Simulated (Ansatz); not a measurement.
Geometry optimisation, RKS B3LYP/def2-SVP (Ansatz).

Input:

```yaml
crystal:
  periodic: [false, false, false]
  atoms:
    - { symbol: In, position_ang: [-0.001999, 0.231223, -0.060129] }
    - { symbol: Cl, position_ang: [0.003829, 0.357882, 2.357456] }
    - { symbol: Cl, position_ang: [2.035311, 0.322368, -1.19658] }
    - { symbol: Cl, position_ang: [-2.046472, 0.267409, -1.185743] }
    - { symbol: F, position_ang: [0.089637, -2.626686, 1.102327] }
    - { symbol: H, position_ang: [0.079194, -2.169294, 1.911369] }
basis:
  gaussian: { orbitals: def2-SVP }
hamiltonian:
  xc: b3lyp
relax:
  f_tol: 0.03
  max_steps: 50
```

Run as:

```bash
$ ansatz run input.yaml --threads 2 --pin off --max-ram 3072MiB --backend cpu --events-out ev --progress --plain --runs-dir out
```

Question: Where does it end, and by what steps?

Answer: The run converged. After 6 steps the energy has fallen by 0.273 eV; F5 moved furthest, 0.45 Å.

```csv
step,energy less start (eV),largest force component (eV/Å),accepted
0,0.0000,0.706,yes
1,-0.1219,0.618,yes
2,-0.2433,0.520,yes
3,-0.2405,0.540,no
4,-0.2707,0.102,yes
5,-0.2708,0.122,yes
6,-0.2730,0.010,yes
```

```xyz
6
Properties=species:S:1:pos:R:3
In 0.015 -0.009 0.027
Cl 0.019 0.233 2.417
Cl 2.061 0.194 -1.088
Cl -2.052 0.103 -1.064
F 0.062 -2.241 0.875
H 0.055 -1.897 1.763
```

Whether the end is a true minimum wasn't checked by a vibrational analysis.

Run time: 24 s on 2 threads of Arm Neoverse V1, with other jobs on the host, peak memory 0.24 GiB.
